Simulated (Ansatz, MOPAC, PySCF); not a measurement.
Pair of molecules: GeH4 (SMILES [GeH4]) (first 5 atoms) with CH4S (SMILES CS); geometry from B3LYP-D3(BJ)/def2-TZVP.
(charge 0, multiplicity 1):
```xyz
11

Ge    -0.00003     0.13432     0.16205
H     -1.52394     0.28526     0.22581
H      0.41839    -1.23619     0.71576
H      0.68099     1.24488     0.97313
H      0.45959     0.23236    -1.30489
C      1.05853    -0.29820     3.99155
S     -0.75247    -0.22582     3.80856
H      1.52855    -0.69742     3.09514
H      1.38948     0.72918     4.13302
H      1.34382    -0.88383     4.86276
H     -0.95362    -1.54037     3.62257
```

Interaction energies are E(AB) − E(A) − E(B) at the monomers' geometry in the complex; basis-set methods are counterpoise corrected.

Rows in 6-31G* carry no dispersion term and start afresh at each structure (6-31G* with six Cartesian d functions); the Pople sets are all-electron and without relativity. The state reached by PM6 isn't checked.

Run with Ansatz (Gaussian basis) for Hartree–Fock, density functionals and correlated methods; MOPAC for PM6 (differences of heats of formation); PySCF for 6-31G* rows, the dispersion terms. 

### Question
One of these levels gives -94.7 meV for the interaction energy. Which one is it?
A. PM6
B. PBE0-D3(BJ)/def2-TZVPPD
C. B3LYP/6-31G*
D. BLYP/def2-TZVPPD

### Answer
B, PBE0-D3(BJ)/def2-TZVPPD. The others give -15.2 (PM6), 48.6 (BLYP/def2-TZVPPD), 32.4 (B3LYP/6-31G*)

Ansatz is a first-principles code.
